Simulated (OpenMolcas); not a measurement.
P: CASPT2 settings compared

```
Program             : OpenMolcas
Basis               : ANO-RCC-VQZP [6s5p3d2f1g]
Scalar Hamiltonian  : DKH4, point nucleus
Active space        : 5 electrons in 8 orbitals (3s 3p 4s 4p)
State averaging     : 2S+1 = 4 odd, 1 root; 2S+1 = 2 odd, 8 roots kept (CI in the orbitals of an earlier block)
Spin-orbit coupling : state interaction with AMFI integrals over the reference wave functions, term energies averaged over their components
```

Methods on the same reference wave functions:
A. CASSCF
B. SS-CASPT2, IPEA 0 Eh, no level shift (closed shells correlated: 2s 2p)
C. SS-CASPT2, IPEA 0.4 Eh, no level shift (closed shells correlated: 2s 2p)
D. XMS-CASPT2, IPEA 0.6 Eh, imaginary shift 0.3 Eh (closed shells correlated: 2s 2p)

Energies in cm⁻¹ above 3s² 3p³ ⁴S°_3/2, the measured ground level; measured values from NIST Handbook of Basic Atomic Spectroscopic Data.

```
          Level      A      B      C      D  Measured
3s² 3p³ ⁴S°_3/2    0.0    0.0    0.0    0.0       0.0
3s² 3p³ ²D°_3/2  14813  11640  11760  11430     11361
3s² 3p³ ²D°_5/2  14831  11660  11780  11450     11377
3s² 3p³ ²P°_1/2  19876  19010  18870  18740     18723
3s² 3p³ ²P°_3/2  19886  19010  18870  18740     18748
```

Deviations, from unrounded energies. A percentage is the sum of absolute deviations over the sum of measured energies, with the sign that they share, or ± where signs differ.

```
                        Against measurement  Levels      A     B     C     D
             mean absolute deviation (cm-1)       4   2300   280   270    39
other terms of the ground configuration (%)       4  +15.3  +1.8  +1.8  ±0.3
```

D lies closest to measurement on these levels and A furthest from it. The largest miss of D in the table is 3s² 3p³ ²D°_3/2, by +70 cm-1. The ranking rests on the paired levels alone, and a cruder setting can come out closer through cancelling errors.

Among B to D the level of the table that moves most is 3s² 3p³ ²D°_5/2, by 330 cm-1 (lowest in D, highest in C). Moves below CASPT2's spread within the term are not significant.

The mean deviations of B to D differ by less than CASPT2's widest spread within a term (490 cm-1), so their order carries little weight.

From A to B the spin-free energies of the other terms of 3s² 3p³ shown, above ⁴S°, scale by factors of 0.79 to 0.96.

The lowest spin-free term lies below A's lowest term by 0.127 hartree in B, 0.117 hartree in C, 0.113 hartree in D.

CASPT2 breaks the degeneracy within a term, and the mean is taken; among the terms shown or strongly mixed into the levels shown the widest spread is 490 cm-1 (3s² 3p³ ²D°, D). Terms from blocks run as CI alone lack orbitals of their own. Active for correlation alone: 4p 4s; no level in the range computed is led by a configuration that fills them, so any true level of that kind is missing. Without dynamic correlation excited terms often stand tens of per cent too high (terms of higher spin than the ground term too low), and those without a measured partner can miss by more than the paired ones (holds for A). Measured partners are found by configuration, term and J. A level has none where our copy of the source lacks it or the pairing is in doubt (some pairs that miss far off the trend of their configuration count as doubtful), and it then counts in no deviation. Levels of configurations outside the active space are missing.

° marks odd parity.
